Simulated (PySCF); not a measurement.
## Diatomics of Cs with the chalcogens

CCSD(T) with double-zeta basis sets in PySCF, for the lowest determinant that a PBE0 search found; no spin–orbit coupling. De refers to high-spin ground-configuration atoms.

```tsv
M	basis	reference, frozen orbitals	state (unpaired electrons)	Re (Å)	ωe (cm⁻¹)	De (eV)
O	def2-SVP	UHF, 1	doublet (π ↑)	2.599	342	1.98
S	def2-SVPD	UHF, 5	doublet (π ↑)	3.216	185	2.40
Se	def2-SVP	UHF, 9	doublet (π ↑)	3.301	138	2.02
Te	def2-SVP	UHF, 4	doublet (π ↑)	3.552	107	1.85
```

The shortest bond is that of CsO (2.599 Å), the longest that of CsTe (3.552 Å).

The rows differ in basis set, which adds steps of its own.

Down a group the atoms grow and get heavier, so bonds lengthen and wavenumbers fall; this series shows no clear exception.

Correlated steps freeze the inner cores (1 to 9 orbitals); shallow outer-core shells are correlated. Correlated levels converge slowly with the basis: in double zeta they bind strong bonds too weakly, by up to about 1 eV, and carry superposition errors of some tenths. These are scalar-relativistic numbers at best; spin–orbit coupling would shift them, the dissociation energy most. States were picked by a PBE0 search and need not be the measured ground states.
